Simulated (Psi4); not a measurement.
IK, triplet, at the geometry of the source list (a higher spin typed on purpose: for a closed-shell molecule this is an excited state) (core potentials on I); B97M-V/def2-SVPD (Psi4).

Here is a job for Psi4.
```
memory 2 GB

molecule {
0 3
  K    -1.05890000   -0.75220000   -0.90220000
  I     1.05890000    0.75220000    0.90220000
}

set basis def2-svpd
set reference uks
set scf_type pk
set puream true
set d_convergence 1e-8
set dft_radial_points 99
set dft_spherical_points 590

energy('b97m-v')
print_variables()
```

The log (banner, timings and long lists left out):

```
   => Loading Basis Set <=

    Name: DEF2-SVPD
    Role: ORBITAL
    Keyword: BASIS

    !!!  WARNING: ECP capability is in beta. Please check occupations closely.  !!!

         ---------------------------------------------------------
                                   SCF
               by Justin Turney, Rob Parrish, Andy Simmonett
                          and Daniel G. A. Smith
                              UKS Reference
         ---------------------------------------------------------

  ==> Geometry <==

    Molecular point group: c2v
    Full point group: C_inf_v

    Geometry (in Angstrom), charge = 0, multiplicity = 3:

       Center              X                  Y                   Z               Mass
    ------------   -----------------  -----------------  -----------------  -----------------
         K            0.000000000000     0.000000000000    -2.419937051889    38.963706486400
         I           -0.000000000000     0.000000000000     0.742997591761   126.904471900000

  Running in c2v symmetry.

  Rotational constants: A = ************  B =      0.05653  C =      0.05653 [cm^-1]
  Rotational constants: A = ************  B =   1694.58223  C =   1694.58223 [MHz]
  Nuclear repulsion =   79.470239947228450

  Charge       = 0
  Multiplicity = 3
  Electrons    = 44
  Nalpha       = 23
  Nbeta        = 21

  ==> Algorithm <==

  SCF Algorithm Type is PK.
  DIIS enabled.
  MOM disabled.
  Fractional occupation disabled.
  Guess Type is SAD.
  Energy threshold   = 1.00e-06
  Density threshold  = 1.00e-08
  Integral threshold = 1.00e-12

  ==> Primary Basis <==

  Basis Set: DEF2-SVPD
    Blend: DEF2-SVPD
    Number of shells: 24
    Number of basis functions: 62
    Number of Cartesian functions: 67
    Spherical Harmonics?: true
    Max angular momentum: 2

  Core potential: DEF2-SVPD
    Number of shells: 4
    Number of ECP primitives: 29
    Number of ECP core electrons: 28
    Max angular momentum: 3

  ==> DFT Potential <==

   => LibXC <=

    Version 7.1.2
    S. Lehtola, C. Steigemann, M. J. T. Oliveira, and M. A. L. Marques,  SoftwareX 7, 1–5 (2018) (10.1016/j.softx.2017.11.002)

   => Composite Functional: B97M-V <=

    B97M-V GGA Exchange-Correlation Functional

    N. Mardirossian and M. Head-Gordon,  J. Chem. Phys. 142, 074111 (2015) (10.1063/1.4907719)

    Deriv               =              1
    GGA                 =           TRUE
    Meta                =           TRUE

    Exchange Hybrid     =          FALSE
[...]

   @Spin Contamination Metric:   2.489372243E-03
   @S^2 Expected:                2.000000000E+00
   @S^2 Observed:                2.002489372E+00
   @S   Expected:                1.000000000E+00
   @S   Observed:                1.000000000E+00

    Orbital Energies [Eh]
    ---------------------

    Alpha Occupied:

[...]
    Alpha Virtual:

[...]
    Beta Occupied:

[...]
    Beta Virtual:

[...]
    Final Occupation by Irrep:
             A1    A2    B1    B2
    DOCC [    11,    1,    5,    4 ]
    SOCC [     1,    0,    0,    1 ]
    NA   [    12,    1,    5,    5 ]
    NB   [    11,    1,    5,    4 ]

  @UKS Final Energy:  -897.33212021966119

   => Energetics <=

    Nuclear Repulsion Energy =             79.4702399472284498
    One-Electron Energy =               -1499.4198904825111640
    Two-Electron Energy =                 578.1027601323876297
    DFT Exchange-Correlation Energy =     -55.6614919688928538
    Empirical Dispersion Energy =           0.0000000000000000
    VV10 Nonlocal Energy =                  0.1762621521266956
    Total Energy =                       -897.3321202196611921

  UHF NO Occupations:
  HONO-2 :   11 A1 1.9989959
  HONO-1 :   12 A1 1.0000000
  HONO-0 :    5 B2 1.0000000
  LUNO+0 :   13 A1 0.0010041
  LUNO+1 :    6 B1 0.0000555
  LUNO+2 :   14 A1 0.0000451
  LUNO+3 :    6 B2 0.0000424

Computation Completed

Properties will be evaluated at   0.000000,   0.000000,   0.000000 [a0]

Properties computed using the SCF density matrix

 Multipole Moments:

 ------------------------------------------------------------------------------------
     Multipole            Electronic (a.u.)      Nuclear  (a.u.)        Total (a.u.)
 ------------------------------------------------------------------------------------

 L = 1.  Multiply by 2.5417464519 to convert [e a0] to [Debye]
 Dipole X            :          0.0000000            0.0000000            0.0000000
 Dipole Y            :          0.0000000            0.0000000            0.0000000
 Dipole Z            :         52.3486939          -51.7857981            0.5628958
 Magnitude           :                                                    0.5628958

 ------------------------------------------------------------------------------------

  Variable Map:
  ----------------------------------------------------------------------------
[...]
  Array Variable Map:
  ----------------------------------------------------------------------------
[...]
[...]
```
